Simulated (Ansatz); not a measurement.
Reaction (hydrogenolysis of the Si–B bond): `OB[SiH]1SS1` + H₂ → `[SiH2]1SS1` + `BO`

Program: Ansatz. Geometries: PBE0-D4/def2-TZVP. ΔE: electronic, gas phase. CCSD(T)/CBS adds triple-zeta CCSD(T) − MP2 to the extrapolated MP2 energy (def2 sets, frozen cores). This one scheme is used for every species. Each species was taken in one conformer, which may not be the lowest.

```csv
species,HF/def2-SVP energy (Eh)
`OB[SiH]1SS1`,-1184.92648
H₂,-1.12893
`[SiH2]1SS1`,-1084.82794
`BO`,-101.24981
```

(1) Work out ΔE.

(2) What do rigid-rotor, harmonic-oscillator terms from PBE0-D4/def2-TZVP frequencies (298.15 K, 1 bar) make of the CCSD(T)/CBS value? (Estimate.)

Largest T1 diagnostic among the species: 0.015.

## Answers

(1) ΔE = (-1084.82794) + (-101.24981) − (-1184.92648) − (-1.12893) = -0.02234 Eh = -58.7 kJ/mol. CCSD(T)/CBS gives -25.7 kJ/mol.

(2) Ansatz gave: ΔZPE = +13.3 kJ/mol, ΔH = -17.9 kJ/mol, ΔS = 26 J/(mol·K), ΔG = -25.7 kJ/mol. Modes under 50 cm⁻¹ make the entropy rough.

Leaving LDA and LC-ωPBE aside and taking each functional with its dispersion term where it has one, the values, not all of them listed here, spread over 26.0 kJ/mol, from BHLYP-D4 to revPBE-D4. LDA lies +5.4 kJ/mol from PBE without D4. From BLYP to BHLYP (50 % exact exchange), in def2-TZVPP and without D4, ΔE moves by −13.1 kJ/mol.
